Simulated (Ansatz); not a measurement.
`O[SiH](Cl)[SiH2][SiH3]` → `O[SiH]([SiH3])Cl` + `[SiH2]`  (silylene loss)

Gas-phase electronic energies from Ansatz, PBE0-D4/def2-TZVP geometries. CBS: MP2 limit from def2 TZ/QZ plus the TZ coupled-cluster correction, frozen cores. This one scheme is used for every species. Functionals use def2-TZVPP. B3LYP here is the variant with VWN-RPA as its local correlation; programs differ in this. One conformer a species, not always the lowest.

```json
{"level": "revPBE-D4", "ΔE (eV)": "2.64"}
{"level": "B3LYP-D4", "ΔE (eV)": "2.50"}
{"level": "BHLYP-D4", "ΔE (eV)": "2.56"}
{"level": "ωB97M-V", "ΔE (eV)": "2.46"}
{"level": "B2PLYP", "ΔE (eV)": "2.45"}
{"level": "r2SCAN0", "ΔE (eV)": "2.77"}
{"level": "LC-ωPBE", "ΔE (eV)": "2.73"}
{"level": "HF/def2-SVP", "ΔE (eV)": "2.19"}
```

Q: What does CCSD(T)/CBS give? (Best estimate.)

A: The calculation gave: +2.54 eV. The listed levels differ from it by 0.10, -0.04, 0.02, -0.08, -0.09, 0.23, 0.19, -0.35 eV.

Largest T1 diagnostic among the species: 0.014.

From BLYP to BHLYP (50 % exact exchange), in def2-TZVPP and without D4, ΔE moves by +0.19 eV. At CCSD(T), def2-SVP lies −0.17 eV from the extrapolated value and def2-TZVPP −0.08 eV.

CCSD(T)/CBS has its own doubt, a few kJ/mol and more with outer-core shells, so smaller differences from it don't rank the levels.
